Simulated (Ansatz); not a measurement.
Basis-set extrapolation for `F[Si]([SiH3])(Cl)Cl` (PBE0-D4/def2-TZVP geometry, frozen core, Ansatz). Multiplicity 1, RHF reference.

```tsv
	def2-TZVPP	def2-QZVPP
HF	-1598.321074	-1598.369564
MP2 correlation	-0.864093	-0.947670
CCSD(T) correlation	-0.956652	not run
```

Energies in hartree. Use E(X) = E(∞) + A·exp(−7.88·√X) for Hartree–Fock and E(X) = E(∞) + B·X^(−2.97) for correlation, with X = 3 and 4, and add CCSD(T) minus MP2 of the smaller set to the MP2 limit.

Q: What is the CCSD(T) energy at the basis-set limit?

A: HF limit: -1598.369564 + (-0.048490) × 0.13774 = -1598.37624. MP2 limit: -0.947670 + (-0.083577) × 0.74074 = -1.00958. Higher-order term: -0.956652 − (-0.864093) = -0.09256. Total: -1599.47838 hartree, 526.8 kJ/mol below CCSD(T)/def2-TZVPP.
